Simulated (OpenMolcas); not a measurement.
In²⁺: effect of the IPEA shift

- Program: OpenMolcas
- Basis: ANO-RCC-VTZP [7s6p4d2f1g]
- Scalar Hamiltonian: DKH2, point nucleus
- Active space: 1 electron in 4 orbitals (5s 5p)
- State averaging: 2S+1 = 2 even, 1 root; 2S+1 = 2 odd, 3 roots
- Spin-orbit coupling: state interaction with AMFI integrals over the reference wave functions, term energies averaged over their components

Methods on the same reference wave functions:
A. CASSCF
B. SS-CASPT2, IPEA 0 Eh, imaginary shift 0.1 Eh (closed shells correlated: 4d)
C. SS-CASPT2, IPEA 0.25 Eh, imaginary shift 0.1 Eh (closed shells correlated: 4d)

Energies in cm-1 above 5s 2S 1/2, the measured ground level; measured values from Moore, Atomic Energy Levels, vol. III, NSRDS-NBS 35 (1971 reprint of NBS Circular 467, 1958).

| Level | A | B | C | Measured |
| --- | --- | --- | --- | --- |
| 5s 2S 1/2 | 0.0 | 0.0 | 0.0 | 0.0 |
| 5p 2P* 1/2 | 54626 | 58377 | 58315 | 57181 |
| 5p 2P* 3/2 | 57869 | 61620 | 61558 | 61523 |

Deviations, from unrounded energies. A percentage is the sum of absolute deviations over the sum of measured energies, with the sign that they share, or ± where signs differ.

| Against measurement | Levels | A | B | C |
| --- | --- | --- | --- | --- |
| mean absolute deviation (cm-1) | 2 | 3100 | 650 | 580 |
| other configurations (%) | 2 | -5.2 | +1.1 | +1.0 |

C lies closest to measurement on these levels and A furthest from it. The largest miss of C in the table is 5p 2P* 1/2, by +1100 cm-1. The ranking rests on the paired levels alone, and a cruder setting can come out closer through cancelling errors.

Between B and C the level of the table that moves most is 5p 2P* 1/2, by 62 cm-1 (lowest in C, highest in B).

The lowest spin-free term lies below A's lowest term by 0.389 hartree in B, 0.387 hartree in C.

With one active electron the reference holds no correlation, so core polarisation is missing (holds for A). With one active electron, CASPT2 adds the correlation within the correlated inactive shells and between them and that electron, and leaves the splitting within a term as the reference gives it (holds for B; C). Measured partners are found by configuration, term and J. A level has none where our copy of the source lacks it or the pairing is in doubt (some pairs that miss far off the trend of their configuration count as doubtful), and it then counts in no deviation. Only configurations of the active space appear.

* marks odd parity.
